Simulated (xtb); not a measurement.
O₄Ru, triplet, at a GFN2-xTB geometry (such geometries of metal compounds can be far from the true shape) (the multiplicity is a formal guess). Base run: GFN2-xTB (xtb 6.7.1).

Here is a job for xtb.
```
$ xtb mol.xyz --gfn 2 --uhf 2 --json

# file mol.xyz
5

Ru     0.01430486    -0.02340224    -0.12950598
O      1.17675629     0.70822560    -0.92296003
O      0.49309506    -0.54979544     1.45089418
O     -0.98119096    -1.02816347    -0.84754838
O     -0.76733713     0.99844565     1.03189713
```

Variants of this job, named by their change:

```csv
change,ΔE vs base (mEh),dipole (D),SCF cycles
base,0.000,1.50,13
acc = 0.0001,0.000,1.50,20
etemp = 1000,-0.009,1.50,13
etemp = 5000,-17.983,1.56,13
alpb = water,5.388,1.65,12
```

ALPB and GBSA are two models with their own fitted parameters for each solvent, which aren't always the measured dielectric constant.
